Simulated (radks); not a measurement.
Results of a calculation; reference values are marked as such.
Ionisation of the selenium ion Se15+, [Ar] 3d1, to Se16+, [Ar], under several functionals. Dirac Kohn-Sham, spin-unpolarised, spherical densities, point nucleus; open shells are shared between the two j in proportion to 2j + 1; a radial shooting solver on a logarithmic mesh with Libxc functionals.

functional                                        E(Se15+) (hartree)  Exc (hartree)  IE (eV)  -e(HOMO) (eV)  <r> HOMO (bohr)  IE error (eV)
AM05                                                     -2316.96707      -68.37662   516.83         492.57           0.4744           -0.2
HCTH/407                                                 -2320.82703      -72.33544   519.30         495.06           0.4734           +2.3
OLYP                                                     -2320.68854      -72.17748   517.88         493.67           0.4744           +0.9
LDA (Slater exchange, Perdew-Zunger correlation)         -2316.61058      -68.01231   517.27         492.96           0.4742           +0.3
BP86                                                     -2320.55206      -72.01809   516.98         492.71           0.4746           0.0
LDA (Slater exchange, Perdew-Wang correlation)           -2316.61069      -68.01220   517.28         492.97           0.4742           +0.3
XLYP                                                     -2320.69961      -72.16030   516.92         492.62           0.4748           -0.1

NIST Atomic Spectra Database: 517 eV (theoretical). Closest: BP86. The Delta-SCF values span 2.46 eV, the total energies 4.22 hartree. The highest occupied level is 3d5/2. Spin polarisation and multiplet splitting are left out, so open shells lie too high by an amount that depends on their filling. Sharing an open shell by 2j + 1 raises it above the true ground level by a part of the spin-orbit splitting, which enters the differences from NIST.

Beside tabulated values, note that spin-unpolarised runs miss the spin-polarisation part of the exchange energy of open shells.
